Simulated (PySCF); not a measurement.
# Yb (ytterbium, neutral) across methods

[Xe] 4f14 5d1 6s1, high-spin 3D determinant (an excited configuration). Calculation: PySCF 2.14, in x2c-TZVPPall (11s7p7d4f2g, 113 functions); scalar relativity by spin-free X2C-1e. The B2PLYP total includes its PT2 part (frozen core); its orbital energies are those of the SCF part.

| method | E (hartree) | mean ε 4f α (eV) | mean ε 4f β (eV) | mean ε 5d α (eV) | Σ⟨r²⟩ (bohr²) | ⟨S²⟩ |
| --- | --- | --- | --- | --- | --- | --- |
| LDA | -14050.24 | -2.169 | -2.111 | -1.044 | 75.06 | 2.001 |
| UHF | -14054.50648 | -13.187 | -13.205 | -2.733 | 79.49 | 2.002 |
| MN15 | -14069.45 | -6.308 | -6.273 | -1.600 | 73.55 | 2.001 |
| r2SCAN | -14059.71 | -1.868 | -1.837 | -1.231 | 74.81 | 2.041 |
| B2PLYP | -14058.68 | -7.778 | -7.752 | -1.943 | 76.74 | 2.001 |
| PBE | -14059.61 | -1.933 | -1.879 | -1.078 | 75.78 | 2.005 |
| PBE0 | -14059.35 | -4.792 | -4.754 | -1.590 | 75.67 | 2.002 |

Problem. Estimate the same row for M06-2X.

Solution. E (hartree) = -14060.88; mean ε 4f α (eV) = -8.277; mean ε 4f β (eV) = -8.231; mean ε 5d α (eV) = -1.953; Σ⟨r²⟩ (bohr²) = 74.01; ⟨S²⟩ = 2.001.

Spin-orbit coupling, absent here, splits the open shell strongly.
